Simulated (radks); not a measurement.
Question: The table gives one normalised radial function P(r) = r R(r) (large component) of Lu7+ in [Kr] 4d10 4f13 5s2 5p3 (r in bohr). All-electron calculation, Dirac Kohn-Sham, PBE, spin-unpolarised, spherical densities, point nucleus; open shells are shared between the two j in proportion to 2j + 1. Program: a radial shooting solver on a logarithmic mesh with Libxc functionals.

r	P
0.001429	0.0000
0.00189	0.0000
0.002501	0.0000
0.003309	0.0000
0.004413	0.0000
0.005839	0.0000
0.007726	0.0000
0.01022	0.0001
0.01353	0.0002
0.01804	0.0005
0.02387	0.0014
0.03158	0.0038
0.04179	0.0098
0.05529	0.0243
0.07316	0.0567
0.09758	0.1261
0.1291	0.2515
0.1708	0.4530
0.226	0.7233
0.2991	1.0062
0.3957	1.2022
0.5278	1.2189
0.6983	1.0518
0.9239	0.7775
1.222	0.4835
1.617	0.2390
2.14	0.0864
2.854	0.0191
3.777	0.0023
4.997	0.0001

Which n and l does it have? It may be an empty orbital.

Answer: n = 4, l = 3: the number of nodes gives n - l - 1 = 0, the rise at small r points to l (this Dirac orbital starts as r^gamma with gamma = sqrt((l + 1)^2 - (Z/c)^2) = 3.97; the j = 7/2 orbital of l + 1 starts with the same power, but with a smaller coefficient, and then steepens), and the extent must fit the shell. The curve is that of 4f7/2; the two j differ most near the nucleus, where j = l - 1/2 has the larger amplitude, and in heavy atoms j = l - 1/2 is also the more compact. 4f7/2: eigenvalue -112.38 eV, 0 radial nodes, <r> = 0.663 bohr, 90 % of the charge inside 1.10 bohr.
